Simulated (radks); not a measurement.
Task: Species: Ar I. Configuration: [Ne] 3s2 3p5 6d1 (not the ground configuration). Method: Dirac Kohn-Sham, PBE, spin-unpolarised, spherical densities, point nucleus; open shells are shared between the two j in proportion to 2j + 1; computed with a radial shooting solver on a logarithmic mesh with Libxc functionals. Some entries of the table are withheld. Estimate them.

| orbital | occ. | eigenvalue (eV) | <r> (bohr) |
|---|---|---|---|
| 1s1/2 | 2 | -3133.121 | 0.08573 |
| 2s1/2 | 2 | (1) | 0.4138 |
| 2p1/2 | 2 | (2) | 0.3749 |
| 2p3/2 | 4 | (3) | 0.3773 |
| 3s1/2 | 2 | -35.6347 | 1.369 |
| 3p1/2 | 1.66667 | -21.1951 | (4) |
| 3p3/2 | 3.33333 | -20.9969 | (5) |
| 6d3/2 | 0.4 | (6) | (7) |
| 6d5/2 | 0.6 | (8) | (9) |

Result: 
(1) 2s1/2 eigenvalue (eV): -309.7734
(2) 2p1/2 eigenvalue (eV): -244.1949
(3) 2p3/2 eigenvalue (eV): -241.9586
(4) 3p1/2 <r> (bohr): 1.549
(5) 3p3/2 <r> (bohr): 1.557
(6) 6d3/2 eigenvalue (eV): -0.3642
(7) 6d3/2 <r> (bohr): 36.56
(8) 6d5/2 eigenvalue (eV): -0.3641
(9) 6d5/2 <r> (bohr): 36.54
